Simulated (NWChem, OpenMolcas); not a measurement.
# InNH3 (SMILES [NH2][InH]): the vertical ionisation energy, rung by rung

InNH3: 5 atoms, total charge 0, spin state doublet. SMILES: `[NH2][InH]`. The coordinates come from a PBE0-D4/def2-TZVP relaxation. This is one conformer, not always the lowest.

Quantity: the vertical ionisation energy (to the singlet cation), in eV. The values are calculated.

```tsv
level	kind	program	value (eV)	less CCSD(T)/def2-SVP	CPU time (all runs)
UHF/def2-SVP (core potential)	Hartree–Fock	OpenMolcas	7.42	+0.02	4.8 s
U-revPBE/def2-SVP (core potential)	GGA	OpenMolcas	7.53	+0.13	28 s
UBLYP/def2-SVP (core potential)	GGA	OpenMolcas	7.48	+0.08	28 s
UM06-L/def2-SVP (core potential)	meta-GGA	OpenMolcas	7.43	+0.03	37 s
UM06-2X/def2-SVP (core potential)	hybrid meta-GGA	NWChem	7.72	+0.32	67 s
UPBE0/def2-SVP (core potential)	global hybrid	NWChem	7.71	+0.31	46 s
UMP2/def2-SVP (core potential)	perturbation theory	NWChem	7.42	+0.02	42 s
UCCSD(T)/def2-SVP (core potential)	coupled cluster or CI	NWChem	7.40	0.00	86 s
```

Differences are taken from UCCSD(T)/def2-SVP (core potential) for orientation; it has basis-set and higher-order errors of its own. Spin-orbit coupling, which can split open shells on such heavy atoms by tenths of an eV, is left out. The values span 7.40 to 7.72 eV. In the correlated wave-function rows the outer d shell of In is correlated, in sets not made for it. Times are those of the runs behind each value, whatever else they computed, on shared processors of several kinds: orders of magnitude only.
